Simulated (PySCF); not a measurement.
Method: B3LYP in PySCF with Cr def2-SVP, S def2-SVP, F def2-SVP; no relativity; density-fitted integrals.

```xyz
6
charge 0 multiplicity 1, angstrom
Cr    0.0911    0.1578    0.0000
S    -0.8848   -1.5326    0.0000
F     0.3105    0.5378    1.6650
F     0.3105    0.5378   -1.6650
F     1.7524   -0.2947    0.0000
F    -1.1314    1.3703    0.0000
```

CrSF₄ (singlet), along the line from Cr1 (at 0) through S2 (at 1.952 Å).

Problem. Tabulate the fields along this line at -0.59, -0.39, -0.20, 0.10, 0.29, 0.49, 0.68, 0.88, 1.07, 1.27, 1.46, 1.66, 1.85, 2.15, 2.34, 2.54, 2.73, 2.93, 3.12 Å.

Solution. 
```tsv
distance (Å)	electron density (e/Å³)	electron localisation function	electrostatic potential (V)
-0.59	4.41	0.802	58.2
-0.39	13.8	0.772	166
-0.20	61.5	0.41	661
0.10	488	0.76	1960
0.29	17.8	0.229	317
0.49	7.72	0.758	96.8
0.68	2.46	0.522	40.2
0.88	1.22	0.371	23.7
1.07	1.16	0.657	23.6
1.27	1.37	0.575	39.2
1.46	2.02	0.084	83.3
1.66	18.9	0.789	218
1.85	193	0.241	1370
2.15	69.3	0.848	448
2.34	4.86	0.249	129
2.54	1.35	0.253	54.9
2.73	0.877	0.874	25.5
2.93	0.472	0.917	12.6
3.12	0.225	0.866	6.8
```

On a grid of 0.10 Å the density has a local minimum along the bond near 0.98 Å from Cr, at 1.12 e/Å³, where the ELF is 0.50.

Stability towards spin polarisation was not tested.
